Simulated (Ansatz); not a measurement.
Consider the ligand exchange at a B–S bond: `FBS` + `O[SiH2]S` → `O[SiH2]SBF` + H₂S.

Isolated molecules relaxed with PBE0-D4/def2-TZVP in Ansatz; ΔE leaves out vibrations. CCSD(T)/CBS is the MP2 limit (def2-TZVPP, def2-QZVPP) plus CCSD(T) − MP2 in def2-TZVPP, frozen cores. This one scheme is used for every species. Functionals use def2-TZVPP. B3LYP here is the variant with VWN-RPA as its local correlation; programs differ in this. One conformer a species, not always the lowest.

`FBS`:

```xyz
5

F     0.279   -1.764   -0.060
B    -0.139   -0.518    0.077
S     0.964    0.800   -0.440
H    -1.222   -0.307    0.534
H     0.120    1.790   -0.112
```

`O[SiH2]S`:

```xyz
7

O    -0.027    1.502    0.048
Si   -0.518   -0.062    0.141
S     1.081   -1.465   -0.020
H     0.688    1.772    0.627
H    -1.121   -0.395    1.455
H    -1.488   -0.212   -0.964
H     1.384   -1.139   -1.288
```

`O[SiH2]SBF`:

Z-matrix (Å, degrees):
```
Si
S 1 2.149
O 1 1.639 2 112.7
H 1 1.483 2 103.8 3 -121.7
H 1 1.476 2 110.5 3 117.8
B 2 1.803 1 97.7 3 -72.3
H 3 0.959 1 118.2 2 -56.5
F 6 1.321 2 118.2 1 177.6
H 6 1.195 2 122.9 1 -3.0
```

H₂S:

```xyz
3

S    -0.001   -0.499    0.367
H    -0.936    0.394    0.011
H     0.937    0.105   -0.378
```

```tsv
level	ΔE (kJ/mol)
r2SCAN-D4	5.7
PBE0-D4	5.0
B3LYP-D4	4.9
B2PLYP	6.5
```

Q: What does CCSD(T)/CBS give? (Best estimate.)

A: The calculation gave: +3.6 kJ/mol. The listed levels differ from it by 2.1, 1.4, 1.3, 2.9 kJ/mol.

Largest T1 diagnostic among the species: 0.014.

The D4 term adds −3.8 kJ/mol with B3LYP and −2.2 kJ/mol with PBE0; it sums over pairs of atoms, weighted by their polarisabilities, and B3LYP, whose exchange is more repulsive, gets the larger term. In def2-TZVPP, CCSD(T) changes the Hartree–Fock value by −3.7 kJ/mol (the triples alone add −0.8 kJ/mol) and MP2 by −4.7 kJ/mol.
